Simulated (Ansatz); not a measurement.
Frontier orbitals of `[SeH][In]([SeH])[SeH]`.

The species carries charge 0 and has multiplicity 1. Correlated methods include outer-core shells of In, Se, which these sets cover unevenly. Scalar relativity is left out up to krypton. In: def2 effective core potential. All single points use the PBE0-D4/def2-TZVP geometry. It is one conformer, not always the lowest. Basis def2-TZVPP, Ansatz 0.2.0.

```csv
functional,HOMO (eV),LUMO (eV)
r2SCAN,-6.38,-2.54
```

(1) Give HOMO and LUMO (eV) with LDA (SPW92), PBE, revPBE, BLYP, B97M-V, PBE0, B3LYP, r2SCANh, r2SCAN0, HSE06 (plane-wave form), BHLYP, CAM-B3LYP, LC-ωPBE, ωB97X-V, ωB97M-V, HF. (An estimate is asked.)

Results:

(1) Ansatz gave: 
| functional | HOMO | LUMO |
| --- | --- | --- |
| LDA (SPW92) | -6.25 | -2.99 |
| PBE | -6.09 | -2.70 |
| revPBE | -6.04 | -2.59 |
| BLYP | -5.91 | -2.63 |
| B97M-V | -6.41 | -2.44 |
| PBE0 | -7.22 | -1.92 |
| B3LYP | -6.97 | -2.18 |
| r2SCANh | -6.79 | -2.26 |
| r2SCAN0 | -7.42 | -1.83 |
| HSE06 (plane-wave form) | -6.83 | -2.28 |
| BHLYP | -8.18 | -1.08 |
| CAM-B3LYP | -8.47 | -1.03 |
| LC-ωPBE | -9.86 | 0.12 |
| ωB97X-V | -9.50 | 0.00 |
| ωB97M-V | -9.35 | -0.14 |
| HF | -9.74 | 1.31 |

B3LYP here is the variant with VWN-RPA as its local correlation; programs differ in this. LC-ωPBE has ω = 0.4 bohr⁻¹.
